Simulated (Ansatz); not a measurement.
Relaxation of C₂H₅FSZn (10 atoms, charge 0, multiplicity 1), to a largest force component of 0.015 eV/Å in at most 40 steps.

The calculation used RKS revPBE-D4/def2-SVP (Ansatz 0.2.0).

```xyz
10
Properties=species:S:1:pos:R:3
C -0.485 0.297 2.078
Zn 0.570 -0.413 0.501
C 0.550 -0.755 -1.534
F 1.115 0.549 -1.669
S 1.645 -1.954 -2.321
H 0.014 0.195 3.034
H -0.698 1.350 1.918
H -1.429 -0.237 2.127
H -0.342 -0.738 -2.163
H 2.607 -1.951 -1.393
```

**Question.** Where does it end, and by what steps?

**Answer.** It converged. After 9 steps the energy has fallen by 0.649 eV; F4 moved furthest, 0.74 Å.

```
step  energy less start (eV)  largest force component (eV/Å)  accepted
   0                  0.0000                           1.583       yes
   1                 -0.3777                           0.561       yes
   2                 -0.5000                           0.553       yes
   3                 -0.5524                           0.560       yes
   4                 -0.5959                           0.568       yes
   5                 -0.6297                           0.224       yes
   6                 -0.6457                           0.132       yes
   7                 -0.6484                           0.115       yes
   8                 -0.6490                           0.030       yes
   9                 -0.6490                           0.013       yes
```

```xyz
10
Properties=species:S:1:pos:R:3
C -0.423 0.179 2.038
Zn 0.046 -0.103 0.162
C 0.565 -0.488 -1.719
F 1.215 0.544 -2.404
S 1.565 -2.035 -1.697
H 0.351 -0.242 2.713
H -0.522 1.262 2.266
H -1.390 -0.309 2.283
H -0.316 -0.797 -2.331
H 2.456 -1.667 -0.731
```

Whether the end is a true minimum wasn't checked by a vibrational analysis.

The run took 26 s on 2 threads of Arm Neoverse V2 (shared host), peak memory 0.17 GiB.
